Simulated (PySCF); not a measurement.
Compound: C6H8Cl2F2.
SMILES with atom numbers: `[CH3:1]/[CH:2]=[C:3](\[CH3:4])[C:5]([Cl:6])([Cl:7])[CH:8]([F:9])[F:10]` (hydrogens: H11, H12, H13 on C1; H14 on C2; H15, H16, H17 on C4; H18 on C8)

Method used: PBE0-D3(BJ)/def2-SVP geometry optimisation, gas phase (PySCF).

What internal coordinates does the optimisation give?

```tsv
bond	length (Å)
C1–C2	1.490
C2=C3	1.343
C3–C4	1.507
C3–C5	1.501
C5–Cl6, C5–Cl7	1.800
C5–C8	1.539
C8–F9, C8–F10	1.345
C1–H11, C1–H12, C1–H13	1.101
C2–H14	1.091
C4–H15, C4–H16, C4–H17	1.099
C8–H18	1.103
```

Bonds in one row agree within 0.01 Å and their mean is given. A selection of angles:
```tsv
angle	degrees
C2–C1–H11	110.6
C2–C1–H12	113.2
C2–C1–H13	110.4
H11–C1–H12	108.3
H11–C1–H13	106.3
C1–C2–C3	125.0
C1–C2–H14	115.5
C3–C2–H14	119.5
C2–C3–C4	123.2
C2–C3–C5	121.3
C4–C3–C5	115.6
C3–C4–H15	111.1
H15–C4–H16	107.7
C3–C5–Cl6	109.6
C3–C5–C8	118.7
Cl6–C5–Cl7	108.1
Cl6–C5–C8	105.1
C5–C8–F9	110.8
C5–C8–H18	109.0
F9–C8–F10	108.1
F9–C8–H18	109.2
```

Torsions: C1–C2–C3–C4 0° (synperiplanar); C2–C3–C5–Cl6 -122° (anticlinal); C3–C5–C8–F9 60° (synclinal). The mirror-image conformer, all signs reversed, is as good.

The C–C distances run from 1.343 Å (C2=C3, drawn double) to 1.539 Å (C5–C8, drawn single), a spread of 0.196 Å. Of the pairs four or more bonds apart, C8···H14 is among the closest relative to their van der Waals radii: 2.52 Å, 87 % of the sum of Bondi's values.

Not checked by PBE0-D3(BJ)/def2-SVP frequencies. The numbers are those of one conformer.
